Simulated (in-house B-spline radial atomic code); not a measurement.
Atomic self-consistent-field run: the iodine ion I⁵⁺ (an excited or competing configuration). Level of theory: Dirac-Hartree-Fock, average of the jj configuration, Fermi nucleus of rms radius 4.75 fm; calculated with an all-electron radial atomic-structure program (B-spline basis).

In the input, a minus or plus after the letter marks the j = l - 1/2 or j = l + 1/2 subshell.

Command:
```bash
python run_scf.py task.json out
```
Settings (nuclear radius in fm, mass in u):
```
Z                53
configuration    1s2 2s2 2p6 3s2 3p6 3d-3 3d+6 4s2 4p6 4d10 5s2 6p+1
hamiltonian      dirac
method           hf
spin_polarised   False
nucleus          fermi
rms_radius       4.75
atomic_mass      126.90447
speed_of_light   137.035999084
```

Output (hartree, bohr):
```
 radial grid: 71 intervals, B-splines of order 8, outer radius 33.6842 bohr

 iter        energy (Eh)    residual
    1       -7058.269497    9.26e-01
    2       -7079.809988    7.02e-01
    3       -7085.222321    1.90e-01
    4       -7085.729854    5.87e-02
    5       -7085.774654    2.32e-02
    6       -7085.782867    1.66e-03
    7       -7085.782907    4.57e-04
    8       -7085.782910    4.18e-05
    9       -7085.782910    1.54e-06
   10       -7085.782910    1.09e-07

 total energy                     -7085.78291
 kinetic                            7512.4908
 electron-nucleus                 -17068.2845
 electron-electron                  2470.0108

 first-order corrections (not in the total)
   Gaunt                             6.0075
   retardation                      -0.6197
   frequency dependence             -0.0587
   self-energy                       4.1119
   Uehling                          -0.5612
   Wichmann-Kroll                    0.0129
   recoil                            0.0207

 orbital      occ     eigenvalue          <r>       <r^2>       <1/r>       <r^4>       r_max    small
 1s1/2      2.000     -1230.3695    0.0272182  0.00100439      56.835 2.64476e-06     0.01754  3.81e-02
 2s1/2      2.000      -197.3881     0.116532   0.0160766     13.2929 0.000446926     0.09911  8.18e-03
 2p1/2      2.000      -184.8845    0.0984703   0.0119276     13.2381 0.000286995      0.0762  8.17e-03
 2p3/2      4.000      -173.9675     0.104155   0.0132184     12.2122 0.000345081     0.08097  7.76e-03
 3s1/2      2.000       -44.2480     0.310329    0.110152     4.78897   0.0184274      0.2839  2.47e-03
 3p1/2      2.000       -38.9383     0.301034    0.105233     4.68424   0.0176197      0.2708  2.40e-03
 3p3/2      4.000       -36.9571     0.311766    0.112694     4.44293    0.020129       0.281  2.30e-03
 3d3/2      3.000       -28.0584      0.28503   0.0965103     4.26291   0.0176563      0.2288  2.15e-03
 3d5/2      6.000       -27.6501     0.285523    0.096088     4.22691   0.0166306      0.2311  2.14e-03
 4s1/2      2.000       -10.6951      0.72579     0.59355     1.92752    0.512496      0.6706  7.06e-04
 4p1/2      2.000        -8.7577     0.756397    0.649884     1.81838    0.633576      0.6879  6.44e-04
 4p3/2      4.000        -8.3275      0.78008    0.690917     1.74482    0.715422      0.7094  6.15e-04
 4d3/2      4.000        -5.1286     0.861196    0.860946     1.54651     1.20566      0.7516  5.09e-04
 4d5/2      6.000        -5.0772     0.870643    0.876645     1.50629     1.24385      0.7554  4.81e-04
 5s1/2      2.000        -2.9782      1.68704     3.16597    0.776251     14.0721       1.562  1.63e-04
 6p3/2      1.000        -1.1913      3.71968     15.3484    0.350686     316.311       3.681  4.91e-05
```

Time taken, with all properties: 1.2 s on 1 thread of Arm Neoverse V1, on a shared host.

For the Dirac Hamiltonian the kinetic term is c α·p + (β - 1)c².
